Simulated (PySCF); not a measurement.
This PySCF input asks for the NMR shieldings of `C[Si](C)(C)C`, C4H12Si; the geometry comes from PBE0-D3(BJ)/def2-TZVP.

```python
import basis_set_exchange as bse
import numpy as np
from pyscf import gto, dft
from pyscf.prop import nmr

atoms = """
C     0.377631   -1.484649   -1.079878
Si   -0.000331    0.001220    0.000123
C    -0.212969    1.520389   -1.078989
C    -1.580872   -0.311327    0.960382
C     1.414671    0.278109    1.199844
H    -0.430888   -1.670768   -1.792125
H     0.505607   -2.388627   -0.478295
H     1.296831   -1.332884   -1.652216
H    -0.434154    2.404629   -0.474896
H    -1.035425    1.388536   -1.787405
H     0.692875    1.727961   -1.654676
H    -2.424359   -0.483695    0.286350
H    -1.482802   -1.191180    1.602178
H    -1.832126    0.540090    1.598308
H     1.564594   -0.595729    1.839649
H     2.351500    0.467256    0.669046
H     1.219405    1.136348    1.848391
"""
names = dict.fromkeys(["C", "Si", "H"], "pcSseg-2")
basis = {el: gto.basis.parse(bse.get_basis(n, elements=[el], fmt="nwchem")) for el, n in names.items()}
mol = gto.M(atom=atoms, basis=basis, charge=0, verbose=0)
mf = dft.RKS(mol, xc="PBE0")
mf.grids.level = 2
mf.grids.alignment = dft.numint.BLKSIZE   # the property module wants whole blocks of grid points
mf.conv_tol = 1e-9
mf.kernel()

calc = nmr.RKS(mf)   # GIAO
C = mf.mo_coeff
Co = C[:, mf.mo_occ > 0]
resp = mf.gen_response(singlet=True, hermi=2)
def vind(x):   # induced exchange potential for any number of trial vectors
    d = np.einsum("pi,xij,qj->xpq", C, 2 * x.reshape(-1, C.shape[1], Co.shape[1]), Co, optimize=True)
    return np.einsum("xpq,pi,qj->xij", resp(d - d.transpose(0, 2, 1)), C, Co, optimize=True).ravel()
mo1, _ = nmr.rhf.solve_mo1(calc, with_cphf=vind)
sigma = calc.kernel(mo1)
for i, s in enumerate(sigma):   # ppm
    w = np.linalg.eigvalsh((s + s.T) / 2)
    print("%2d %-2s iso %8.1f  s11 %8.1f  s22 %8.1f  s33 %8.1f" % (i, mol.atom_pure_symbol(i), w.mean(), *w))
```

**Question.** What does it print?

**Answer.** 
```
 0 C  iso    186.0  s11    183.4  s22    183.4  s33    191.3
 1 Si iso    342.2  s11    342.1  s22    342.2  s33    342.3
 2 C  iso    186.0  s11    183.4  s22    183.4  s33    191.3
 3 C  iso    186.0  s11    183.4  s22    183.4  s33    191.3
 4 C  iso    186.0  s11    183.4  s22    183.4  s33    191.3
 5 H  iso     31.5  s11     27.6  s22     29.0  s33     38.0
 6 H  iso     31.5  s11     27.6  s22     29.0  s33     38.0
 7 H  iso     31.5  s11     27.6  s22     29.0  s33     38.0
 8 H  iso     31.5  s11     27.6  s22     29.0  s33     38.0
 9 H  iso     31.5  s11     27.6  s22     29.0  s33     38.0
10 H  iso     31.5  s11     27.6  s22     29.0  s33     38.0
11 H  iso     31.5  s11     27.6  s22     29.0  s33     38.0
12 H  iso     31.5  s11     27.6  s22     29.0  s33     38.0
13 H  iso     31.5  s11     27.6  s22     29.0  s33     38.0
14 H  iso     31.5  s11     27.6  s22     29.0  s33     38.0
15 H  iso     31.5  s11     27.6  s22     29.0  s33     38.0
16 H  iso     31.5  s11     27.6  s22     29.0  s33     38.0
```

These numbers come from an equivalent density-fitted implementation of the same equations, which agrees with the script to about 0.01 ppm for H and up to a few tenths of a ppm for heavy atoms, so last digits may differ.

Size and cost of the density-fitted run: 355 basis functions, 53 s wall time on 1 thread of an Intel Xeon, shared host; peak memory 1.8 GiB.
